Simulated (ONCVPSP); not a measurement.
# What one change does to a pseudopotential (neodymium (Nd), ONCV)

Nd, optimised norm-conserving Vanderbilt (ONCV), made with ONCVPSP 4.0.1 (PBEsol, scalar-relativistic). Core [Kr] 4d10 4f3, reference 5s2 5p6 5d1 6s2. Waves: 5s+6s: rc 2.20 bohr, ncon 4, nbas 7, qcut 4.7 1/bohr, 2 projectors; 5p: rc 2.40 bohr, ncon 4, nbas 7, qcut 5.6 1/bohr, 2 projectors, debl 0.4 Ha; 5d: rc 3.20 bohr, ncon 4, nbas 9, qcut 5.6 1/bohr, 2 projectors, debl 1.8 Ha; f scattering state at 0.21 Ha: rc 2.50 bohr, ncon 4, nbas 8, qcut 4.4 1/bohr, 2 projectors, debl 2.5 Ha. Local part: polynomial inside 1.50 bohr (lpopt 5, dvloc0 0 Ha). Core correction: none.

In the p channel the program set the typed energies aside and used -0.907, 0.250 Ha.

All-electron outer shells of the reference configuration (PBEsol, scalar-relativistic, ld1.x):

```csv
shell,level (eV),outermost node (bohr),outermost maximum (bohr)
5s,-43.72,0.72,1.31
5p,-24.68,0.77,1.46
4f,-6.94,–,0.65
6s,-3.89,1.74,3.60
5d,-2.94,0.87,2.08
```

Change: p: rc 1.88.

Cutoffs: the cutoffs (Ha) at which the residual kinetic energy of the hardest occupied pseudo-wave falls to 1 and 0.1 mHa per electron; they do not see the model core or the augmentation charge, which bear on the density cutoff. Errors are all-electron minus pseudo energies relative to the spin-unpolarised reference configuration.

**Question.** Predict the effect on cutoff, ghosts and configuration errors.

**Answer.** The potential gets harder (9.1 Ha and 12 Ha → 14 Ha and 24 Ha); the errors of the 4 common tests hardly move; neither file shows a bound ghost. A smaller radius makes the pseudo-wave follow the all-electron one further in, where it bends more sharply, so more plane waves are needed.

```tsv
quantity	base	changed
cutoff, loose	9.1 Ha	14 Ha
cutoff, tight	12 Ha	24 Ha
loose cutoff by channel	s 9.1 Ha, p 7.0 Ha, d 7.2 Ha	s 9.1 Ha, p 14 Ha, d 7.2 Ha
bound ghosts	none	none
GHOST(+) flags under 300 eV	s at 50.4 eV, f at 65.2 eV	s at 50.4 eV, f at 65.2 eV
error for 5s2 5p6 5d1 6s1, meV [ΔE 6.30 eV]	-1.7	-1.7
error for 5s2 5p6 5d1 6s0, meV [ΔE 17.68 eV]	+0.1	0.0
error for 5s2 5p6 5d0 6s0, meV [ΔE 37.14 eV]	-47	-48
error for 5s1 5p6 5d1 6s2, meV [ΔE 49.03 eV]	-256	-275
s: phases at 2.23 bohr within 0.05 rad from the reference energy up to (Ha; the scan ends near 5)	1.5	1.5
d: phases at 3.25 bohr within 0.05 rad from the reference energy up to (Ha; the scan ends near 5)	3.5	3.5
f: phases at 2.54 bohr within 0.05 rad from the reference energy up to (Ha; the scan ends near 5)	0.4	0.4
```

Base: The cutoffs count occupied waves only; projector 2 of the f channel, the hardest unoccupied one, needs 60 Ha at the loose tolerance. Changed file: The cutoffs count occupied waves only; projector 2 of the f channel, the hardest unoccupied one, needs 60 Ha at the loose tolerance.
